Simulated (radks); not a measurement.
Ir4+, configuration [Xe] 4f14 5d5 (the NIST ground configuration).

Method: Dirac Kohn-Sham, PBE, spin-unpolarised, spherical densities, finite nucleus; open shells fill j = l - 1/2 first; Fermi nuclear charge, rms radius 5.4032 fm; computed with a radial shooting solver on a logarithmic mesh with Libxc functionals.

Energy parts (hartree):
| part | energy |
|---|---|
| total | -17850.9327 |
| kinetic | 20331.2710 |
| electron-nucleus | -44667.5136 |
| Hartree | 6832.7187 |
| exchange-correlation | -347.4088 |

Orbitals (lengths in bohr, moments of r in powers of bohr; <r^-3> diverges for s and p1/2):
orbital  occ.  eigenvalue (hartree)  <r^-3>
1s1/2       2             -2794.052       -
2s1/2       2             -489.8613       -
2p1/2       2             -469.4495       -
2p3/2       4             -409.6407   18750
3s1/2       2             -115.8847       -
3p1/2       2             -106.7103       -
3p3/2       4             -93.61445    4312
3d3/2       4             -78.24968   750.2
3d5/2       6             -75.41940   628.7
4s1/2       2             -26.07181       -
4p1/2       2             -22.19497       -
4p3/2       4             -19.09760    1022
4d3/2       4             -12.73184   158.0
4d5/2       6             -12.15676   129.5
4f5/2       6              -4.06045   25.77
4f7/2       8              -3.94561   24.52
5s1/2       2              -5.28959       -
5p1/2       2              -4.06158       -
5p3/2       4              -3.54900   167.1
5d3/2       4              -1.87714   16.29
5d5/2       1              -1.81909   13.18

The highest occupied level is 5d5/2 at -49.500 eV. The density falls to 0.001 e/bohr^3 at r = 3.16 bohr.
